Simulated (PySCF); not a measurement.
**Finite-field polarisability of Mo (molybdenum, neutral)**

[Kr] 4d5 5s1, high-spin 7S determinant. Computed with PySCF 2.14 in def2-QZVPPD with the def2 core potential (28 electrons) (7s5p4d3f2g, 81 functions), with scalar relativity through the core potential. Frozen: 4s2 4p6. Energy changes in a uniform field (μhartree):

| axis | F (au) | HF | MP2 | CCSD | CCSD(T) |
| --- | --- | --- | --- | --- | --- |
| x | 0.0014 | -103.041 | -83.084 | -87.446 | -86.588 |
| x | 0.0028 | -411.994 | -332.437 | -349.754 | -346.335 |

Q: Derive α along x at CCSD(T) from the two fields.

A: With ΔE = −αF²/2 − γF⁴/24, α = −(16 ΔE(F) − ΔE(2F))/(6F²) = 88.36 bohr³.

Q: And the mean polarisability at each level?

A: HF 105.2, MP2 84.77, CCSD 89.23, CCSD(T) 88.36 bohr³. Reference: 87 ± 6 bohr³ (recommended; Schwerdtfeger and Nagle, table of static dipole polarizabilities (2023 update)).
